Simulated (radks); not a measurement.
Task: The nitrogen anion N2-, [He] 2s2 2p5, held by a Watson sphere: a shell of charge +2 at radius R that stands for the Madelung well of a crystal (potential energy -2/R inside, -2/r outside, in hartree with lengths in bohr). Calculated with a radial shooting solver on a logarithmic mesh with Libxc functionals: scalar-relativistic Kohn-Sham, PBE, spin-polarised, spherical densities, finite nucleus; open shells are filled with parallel spins first; Fermi nuclear charge, rms radius of each element as measured or else 0.836 A^(1/3) + 0.57 fm. Response by self-consistent Sternheimer equations with the Hartree and adiabatic LDA kernel, the relativistic mass of each level held fixed and spin-orbit coupling left out. The sphere does not respond.

R (bohr)  e(2s down) (eV)  e(2p up) (eV)  e(2p down) (eV)  <r> 2p (bohr)  sum of <r^2> (bohr^2)  X-ray form factor at sin(theta)/lambda = 0.1 1/angstrom  alpha (bohr^3)
1.61              -19.259         -8.758           -7.683          1.590                  20.38                                                    7.694           12.30
1.81              -18.381         -8.107           -7.077          1.660                  22.03                                                    7.608           14.92
1.94              -17.845         -7.703           -6.697          1.704                  23.09                                                    7.554           16.90
2.22              -16.799         -6.889           -5.925          1.798                  25.39                                                    7.444           22.08
2.4               -16.207         -6.411           -5.468          1.858                  26.87                                                    7.377           26.20
2.99              -14.667         -5.098           -4.198          2.057                  31.88                                                    7.181           45.74
3.6               -13.577         -4.116           -3.222          2.286                  37.52                                                    7.008           81.16

Estimate the row for R = 3.47 bohr.

Result: e(2s down) (eV) -13.776; e(2p up) (eV) -4.296; e(2p down) (eV) -3.404; <r> 2p (bohr) 2.234; sum of <r^2> (bohr^2) 36.26; X-ray form factor at sin(theta)/lambda = 0.1 1/angstrom 7.043; alpha (bohr^3) 71.77.
